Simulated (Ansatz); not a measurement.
`COB(S)Cl`, charge 0, multiplicity 1.

Task: Give a relaxed structure at PBE0-D4/def2-TZVP (Ansatz). (Best estimate.)

Result: Ansatz gave: 
Z-matrix (Å, degrees):
```
C
O 1 1.418
H 1 1.092 2 110.8
H 1 1.092 2 110.8 3 121.1
H 1 1.089 2 107.1 3 -119.4
B 2 1.341 1 123.4 3 -60.2
Cl 6 1.771 2 122.0 1 0.0
S 6 1.805 2 121.0 1 -180.0
H 8 1.344 6 94.9 2 0.0
```
Point group Cs.
This is one stationary point; other conformers may exist.
